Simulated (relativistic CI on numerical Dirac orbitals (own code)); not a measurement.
One change at a time: La30+

Base calculation: Dirac-Coulomb-Breit CI, KLI orbitals optimised for each configuration, a model potential for QED, unscaled Slater integrals.

Configurations in the expansion (outside the closed core [Ne]): 3s²3p⁶3d⁹, 3s²3p⁵3d¹⁰, 3s3p⁶3d¹⁰, 3s²3p⁶3d⁸4s, 3s²3p⁶3d⁸4p, 3s²3p⁶3d⁸4d, 3s²3p⁴3d¹⁰4s, 3s²3p⁶3d⁸4f, 3s²3p⁵3d⁹4s, 3s²3p⁴3d¹⁰4p, 3s²3p⁵3d⁹4p, 3s²3p⁶3d⁷4s², 3s²3p⁴3d¹⁰4d, 3s3p⁵3d¹⁰4s, 3s²3p⁶3d⁷4s4p, 3s3p⁵3d¹⁰4p. Levels of other configurations are missing.

Variants: (1) one mean potential for all configurations. Shifts of the energy above 3s²3p⁶3d⁹ ²D5/2, in eV, for the lowest level and the first level of each name with at least 55 % of one term (blank where a level changes its place among those of its configuration and J or its character, or is not in the variant):

| Level | Base | Δ(1) |
| --- | --- | --- |
| 3s²3p⁶3d⁹ ²D5/2 | 0.000 | 0.000 |
| 3s²3p⁶3d⁹ ²D3/2 | 17.964 | +0.009 |
| 3s²3p⁵3d¹⁰ ²P°3/2 | 282.101 | -0.041 |
| 3s²3p⁵3d¹⁰ ²P°1/2 | 367.156 | -0.051 |
| 3s3p⁶3d¹⁰ ²S1/2 | 524.006 | +0.002 |
| 3s²3p⁶3d⁸4s ⁴F9/2 | 741.343 | +2.257 |
| 3s²3p⁶3d⁸4s ²F7/2 | 743.489 | +2.303 |
| 3s²3p⁶3d⁸4s ⁴F7/2 | 759.012 | +2.435 |
| 3s²3p⁶3d⁸4s ⁴F5/2 | 759.357 | +2.435 |
| 3s²3p⁶3d⁸4s ⁴P3/2 | 768.783 | +2.320 |
| 3s²3p⁶3d⁸4s ²P1/2 | 770.304 | +2.341 |
| 3s²3p⁶3d⁸4s ²G9/2 | 770.389 | +2.289 |
| 3s²3p⁶3d⁸4s ²G7/2 | 770.609 | +2.298 |
| 3s²3p⁶3d⁸4s ²S1/2 | 798.953 | +2.267 |
| 3s²3p⁶3d⁸4p ⁴D°7/2 | 800.306 | +2.196 |
| 3s²3p⁶3d⁸4p ⁴G°7/2 | 818.236 | +2.380 |
| 3s²3p⁶3d⁸4p ⁴P°1/2 | 826.527 | +2.221 |
| 3s²3p⁶3d⁸4p ⁴G°11/2 | 827.163 | +2.283 |
| 3s²3p⁶3d⁸4p ²D°5/2 | 830.278 | +2.350 |
| 3s²3p⁶3d⁸4p ⁴G°9/2 | 844.706 | +2.456 |
| 3s²3p⁶3d⁸4p ⁴F°7/2 | 845.771 | +2.471 |
| 3s²3p⁶3d⁸4p ²H°11/2 | 854.967 | +2.299 |

At this charge energies of transitions that change n are usually good to better than 1 %, and those within a shell (Δn = 0) to a few per cent.

Ionisation energy from the two ground configurations alone: base 1883.52 eV. The NIST ASD value (theoretical) is 1884 eV.

LS names give the leading component of a level, which can be under half, so a name can repeat, a term be missing and a line seem to break the LS rules.
